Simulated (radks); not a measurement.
The nitrogen anion N-, [He] 2s2 2p4, held by a Watson sphere: a shell of charge +1 at radius R that stands for the Madelung well of a crystal (potential energy -1/R inside, -1/r outside, in hartree with lengths in bohr). Method: scalar-relativistic Kohn-Sham, LB94 model potential, spin-polarised, spherical densities, finite nucleus; open shells are filled with parallel spins first; Fermi nuclear charge, rms radius of each element as measured or else 0.836 A^(1/3) + 0.57 fm; computed with a radial shooting solver on a logarithmic mesh with Libxc functionals. Response by self-consistent Sternheimer equations with the Hartree and adiabatic LDA kernel, the relativistic mass of each level held fixed and spin-orbit coupling left out. The sphere does not respond.

| R (bohr) | e(2s down) (eV) | e(2p up) (eV) | e(2p down) (eV) | <r> 2p (bohr) | sum of <r^2> (bohr^2) | X-ray form factor at sin(theta)/lambda = 0.3 1/angstrom | alpha (bohr^3) |
|---|---|---|---|---|---|---|---|
| 1.83 | -22.026 | -13.154 | -11.319 | 1.570 | 16.85 | 3.343 | 10.55 |
| 1.9 | -21.810 | -12.965 | -11.143 | 1.581 | 17.06 | 3.332 | 10.93 |
| 1.91 | -21.780 | -12.938 | -11.118 | 1.583 | 17.09 | 3.331 | 10.98 |
| 2.17 | -21.021 | -12.262 | -10.482 | 1.623 | 17.81 | 3.303 | 12.43 |
| 2.59 | -19.937 | -11.265 | -9.527 | 1.678 | 18.78 | 3.282 | 14.89 |
| 2.64 | -19.820 | -11.154 | -9.421 | 1.684 | 18.89 | 3.281 | 15.19 |
| 2.75 | -19.570 | -10.918 | -9.191 | 1.696 | 19.10 | 3.278 | 15.85 |
| 3.68 | -17.838 | -9.243 | -7.547 | 1.776 | 20.43 | 3.273 | 21.30 |
| 3.74 | -17.746 | -9.153 | -7.457 | 1.780 | 20.50 | 3.273 | 21.63 |
